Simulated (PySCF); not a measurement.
O₂Si, SMILES [O][Si]=O (connectivity only; charge and spin as stated), charge -1, multiplicity 2.

Geometry: B3LYP-D3(BJ)/def2-TZVPD. The isomer is the one that the SMILES or the coordinates give; other isomers of the formula were not compared.

Two levels are set side by side: PBE/def2-TZVPD (PySCF) and ωB97X/def2-TZVPD (PySCF). Same geometry, gas phase. Differences are taken from unrounded values.

```
quantity                     ωB97X
---------------------------  -----
α-spin orbital gap (eV)       8.56
β-spin orbital gap (eV)       8.78
mean polarisability (bohr³)   50.0
```

### Question
What does PBE give, and how far is it from ωB97X? (The exact figures need the calculation; the answer reports its results.)

### Answer

| quantity | PBE | PBE minus ωB97X |
|---|---|---|
| α-spin orbital gap (eV) | 3.29 | -5.27 |
| β-spin orbital gap (eV) | 2.64 | -6.14 |
| mean polarisability (bohr³) | 57.6 | 7.6 |

Loosely held outer electrons make PBE densities more polarisable. Differences between two approximate levels are no errors against the true value.

Rough cost on one machine, each run with all the roots and properties that it gave: ωB97X against PBE within a factor of 2.
